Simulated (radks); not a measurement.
Results of a calculation; reference values are marked as such.
The sulfur ion S+, 15 electrons, occupied as [Ne] 3s2 3p3 (the NIST ground configuration). Code: a radial shooting solver on a logarithmic mesh with Libxc functionals. Model: scalar-relativistic Kohn-Sham, PBE, spin-unpolarised, spherical densities, point nucleus; hard spherical wall at 1.5 bohr.

Radial electron density D(r) = 4 pi r^2 rho(r):

r (bohr)  D(r) (e/bohr)
0.004652         0.6642
0.00512          0.7918
0.005636         0.9424
0.006254          1.136
0.006884          1.347
0.007578          1.594
0.008341          1.883
0.009256          2.248
0.01019           2.640
0.01121           3.091
0.01234           3.608
0.0137            4.248
0.01508           4.918
0.0166            5.670
0.01827           6.504
0.02027           7.501
0.02231           8.505
0.02456           9.580
0.02704           10.71
0.02976           11.89
0.03302           13.18
0.03635           14.36
0.04001           15.48
0.04405           16.50
0.04887           17.45
0.0538            18.11
0.05922           18.55
0.06518           18.71
0.07233           18.55
0.07962           18.12
0.08764           17.43
0.09647           16.54
0.107             15.47
0.1178            14.50
0.1297            13.67
0.1428            13.11
0.1584            12.92
0.1744            13.20
0.1919            13.92
0.2113            15.00
0.2326            16.31
0.2581            17.74
0.2841            18.83
0.3127            19.46
0.3442            19.44
0.3819            18.59
0.4204            17.08
0.4628            15.05
0.5094            12.79
0.5652            10.54
0.6222            9.021
0.6849            8.314
0.7539            8.454
0.8365            9.239
0.9208            9.914
1.014             9.748
1.116             8.122
1.238             4.807
1.363             1.529

D(r) has 3 maxima, at r = 0.0657, 0.328, 0.958 bohr, and minima at 0.156, 0.707 bohr, inside which lie 2.14, 9.97 electrons.
